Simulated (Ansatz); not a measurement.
Cartesian coordinates (Å):
SMILES: COC([SiH3])([SiH3])[SiH3]
```xyz
18

C      2.2203    -0.2663     0.1458
O      1.1729     0.6046     0.4564
C     -0.1450     0.1913     0.0790
Si    -0.3759     0.0325    -1.8148
Si    -1.2053     1.6552     0.6899
Si    -0.7304    -1.3916     0.9828
H      3.1488     0.2015     0.5016
H      2.3144    -0.4436    -0.9431
H      2.1136    -1.2505     0.6418
H      0.2963    -1.1811    -2.3750
H     -1.8388    -0.0796    -2.0991
H      0.1802     1.2431    -2.4920
H     -2.6467     1.4079     0.3813
H     -0.7601     2.9052     0.0058
H     -1.0337     1.8059     2.1652
H     -0.0636    -2.6273     0.4658
H     -2.2016    -1.5371     0.7641
H     -0.4454    -1.2700     2.4447
```
Charge 0, spin multiplicity 1.

Calculation: Ansatz (an electronic-structure program) with frozen-core CCSD(T)/cc-pVDZ // PBE0-D4/def2-SVP.

The HF energy comes out as -1024.33091 Ha. The MP2 correlation energy comes out as -0.78798 Ha.

Q: Estimate the CCSD correlation energy, the (T) correction, the total energy and the T1 diagnostic.

A: 
The CCSD correlation energy is -0.88186 Ha, the (T) correction is -0.02586 Ha and the CCSD(T) total energy comes out as -1025.23863 Ha. The T1 diagnostic is 0.012.
